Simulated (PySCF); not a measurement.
# Barium: a sound run and one with changed settings

Sound run: Ba [Xe] 6s2, Ba⁺ [Xe] 6s1. All numbers are calculated (PySCF 2.14, scalar relativity through the core potential, in def2-SVP with the def2 core potential (46 electrons) (4s3p2d1f, 30 functions)). In the sound run the correlated levels freeze 5s2 5p6 outside the core potential. The sound run starts from symmetry-adapted Hartree-Fock orbitals and uses a fine grid where one is needed.

Changed run: all electrons correlated in a basis built for the valence shell.

```
species  method  sound run (hartree)  changed run (hartree)  converged
     Ba     MP2            -25.08391              -25.17578        yes
    Ba⁺     MP2                  n/a              -24.99767        yes
```

Ionisation energy of Ba:

```tsv
method	sound run (eV)	changed run (eV)
UHF	4.256	4.256
MP2	4.610	4.847
SCS-MP2	4.681	4.873
```

A valence basis has no tight correlating functions, so it recovers only part of the core correlation, and not evenly between atom and ion.

For comparison, NIST gives 5.212 eV between the lowest levels.
